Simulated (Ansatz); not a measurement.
Relaxation of CH$_{8}$AlBSi (12 atoms, charge 0, multiplicity 1), to a largest force component of 0.015 eV/Å in at most 40 steps.

Method: Ansatz 0.2.0, RKS r2SCAN-D4/6-31G*.

```xyz
12
Properties=species:S:1:pos:R:3:forces:R:3
B -1.495 0.570 0.359 -0.56 0.85 -0.74
C 0.025 0.373 0.403 0.91 0.37 -0.16
Al 0.366 -1.433 1.135 0.71 0.58 1.03
Si 0.854 0.512 -1.308 -2.70 -0.13 0.45
H -2.096 0.816 -0.693 0.28 -0.56 0.45
H -2.173 0.625 1.346 0.00 -0.03 0.25
H 0.517 1.143 1.064 -0.47 -0.92 0.11
H -0.104 -2.714 0.385 -0.20 -0.34 -0.26
H 1.238 -1.567 2.544 -0.43 0.04 -0.67
H 2.234 0.288 -1.197 1.96 -0.29 -0.08
H 0.174 -0.515 -2.164 0.33 0.10 -0.09
H 0.538 1.847 -1.840 0.18 0.32 -0.28
```

Where does it end, and by what steps?

The forces met the threshold. After 28 steps the energy has fallen by 0.604 eV; H12 moved furthest, 1.52 Å. Joined: Al3–Si4 (3.16 → 2.62 Å).

| step | energy less start (eV) | largest force component (eV/Å) | accepted |
| --- | --- | --- | --- |
| 0 | 0.0000 | 2.702 | yes |
| 1 | -0.2504 | 1.177 | yes |
| 2 | -0.3662 | 0.572 | yes |
| 3 | -0.4382 | 0.263 | yes |
| 4 | -0.4780 | 0.205 | yes |
| 5 | -0.4905 | 0.193 | yes |
| 6 | -0.5030 | 0.044 | yes |
| 7 | -0.5033 | 0.074 | yes |
| 8 | -0.5044 | 0.040 | yes |
| 9 | -0.5049 | 0.050 | yes |
| 10 | -0.5052 | 0.151 | yes |
| 11 | -0.5085 | 0.105 | yes |
| 12 | -0.5107 | 0.163 | yes |
| 13 | -0.5127 | 0.226 | yes |
| 14 | -0.5164 | 0.207 | yes |
| 15 | -0.5224 | 0.183 | yes |
| 16 | -0.5267 | 0.340 | yes |
| 17 | -0.5358 | 0.246 | yes |
| 18 | -0.5560 | 0.223 | yes |
| 19 | -0.5753 | 0.150 | yes |
| 20 | -0.5692 | 0.378 | no |
| 21 | -0.5887 | 0.097 | yes |
| 22 | -0.5977 | 0.040 | yes |
| 23 | -0.6001 | 0.130 | yes |
| 24 | -0.6030 | 0.074 | yes |
| 25 | -0.6038 | 0.029 | yes |
| 26 | -0.6042 | 0.015 | yes |
| 27 | -0.6042 | 0.019 | yes |
| 28 | -0.6044 | 0.010 | yes |

```xyz
12
Properties=species:S:1:pos:R:3
B -1.715 0.370 0.381
C -0.228 0.670 0.425
Al 0.608 -1.120 0.874
Si 0.764 0.552 -1.142
H -2.178 -0.314 -0.495
H -2.449 0.769 1.247
H 0.129 1.416 1.144
H -0.154 -2.463 0.517
H 1.936 -1.035 1.741
H 1.462 -0.829 -0.999
H 0.006 0.426 -2.409
H 1.897 1.504 -1.250
```

Whether the end is a true minimum wasn't checked by a vibrational analysis.

The run took 61 s on 2 threads of Intel(R) Xeon(R) Platinum 8488C (Sapphire Rapids), on a shared host, peak memory 0.19 GiB.
